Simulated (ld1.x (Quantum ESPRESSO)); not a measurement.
# What one change does to a pseudopotential (N (Z = 7), PAW)

* Element: nitrogen (N)
* Generator: ld1.x (Quantum ESPRESSO) 7.5
* Type: PAW
* Functional: PBE
* Relativity: scalar-relativistic
* Frozen core: [He]
* Valence charge: 5
* Reference configuration: 2s2 2p3
* Partial waves: 2s (bound): rcut 0.90, rcutus 1.05 bohr; 2s channel at -0.8 Ry: rcut 0.90, rcutus 1.05 bohr; 2p (bound): rcut 1.30, rcutus 1.80 bohr; 2p channel at -0.1 Ry: rcut 1.30, rcutus 1.80 bohr; 3d channel at -0.1 Ry: rcut 1.95, rcutus 2.10 bohr; 3d channel at 1.4 Ry: rcut 1.95, rcutus 2.10 bohr
* Local potential: all-electron potential smoothed inside 2.00 bohr (lloc = -1)
* Core correction: a·sin(br)/r model core, default radius (ld1.x builds one for every PAW set, though the input has nlcc=.false.)
* Augmentation charge: PSQ, radius 0.65 bohr

All-electron outer shells of the reference configuration (PBE, scalar-relativistic, ld1.x):

```json
{"shell": "1s", "level (eV)": "-384.72", "outermost node (bohr)": "–", "outermost maximum (bohr)": "0.15"}
{"shell": "2s", "level (eV)": "-18.58", "outermost node (bohr)": "0.32", "outermost maximum (bohr)": "1.02"}
{"shell": "2p", "level (eV)": "-7.09", "outermost node (bohr)": "–", "outermost maximum (bohr)": "0.98"}
```

Change: waves 2s (bound): rcut 0.90, rcutus 1.20 bohr; 2s channel at -0.8 Ry: rcut 0.90, rcutus 1.20 bohr.

Cutoffs: the cutoffs (Ry, on a coarse ladder) from which the occupation-weighted sum of valence levels, in a spherical-Bessel basis at the reference potential, stays within 10 and 1 mRy of its value at 400 Ry; they do not see the model core or the augmentation charge, which bear on the density cutoff. Errors are all-electron minus pseudo energies relative to the spin-unpolarised reference configuration.

Problem. Predict the effect on cutoff, ghosts and configuration errors.

Solution. The potential gets neither clearly harder nor softer (21 Ry and 35 Ry → 21 Ry and 35 Ry); the p channel sets the loose cutoff, while the largest relative change is in s, which becomes harder; of the 7 tests that both files solve, the error grows in 1 and shrinks in 2 by more than 15 % and 0.3 meV (median size 1.9 → 0.7 meV); neither file shows a bound ghost.

| quantity | base | changed |
| --- | --- | --- |
| cutoff, loose | 21 Ry | 21 Ry |
| cutoff, tight | 35 Ry | 35 Ry |
| loose cutoff by channel (10 mRy a level) | s 10 Ry, p 18 Ry | s 12 Ry, p 18 Ry |
| bound ghosts | none | none |
| error for 2s2 2p2, meV [ΔE 13.59 eV] | -0.6 | -0.5 |
| error for 2s2 2p1, meV [ΔE 42.45 eV] | -2.0 | -1.6 |
| error for 2s2 2p0, meV [ΔE 89.53 eV] | +9.0 | +0.7 |
| error for 2s1 2p0, meV [ΔE 167.35 eV] | -23 | -35 |
| error for 2s0 2p5, meV [ΔE 23.04 eV] | -1.9 | -2.0 |
| error for 2s1 2p4, meV [ΔE 11.51 eV] | -0.4 | -0.4 |
| error for 2s2 2p3.3, meV [ΔE -1.62 eV] | +0.1 | +0.1 |
| s: phases at 2.31 bohr within 0.05 rad from the reference energy up to (Ry; the scan ends near 5) | to the end of the scan | to the end of the scan |
| p: phases at 2.31 bohr within 0.05 rad from the reference energy up to (Ry; the scan ends near 5) | to the end of the scan | to the end of the scan |
| d: phases at 2.31 bohr within 0.05 rad from the reference energy up to (Ry; the scan ends near 5) | to the end of the scan | to the end of the scan |
| lowest overlap eigenvalue by channel | s 0.37, p 0.93, d 0.97 | s 0.57, p 0.93, d 0.97 |
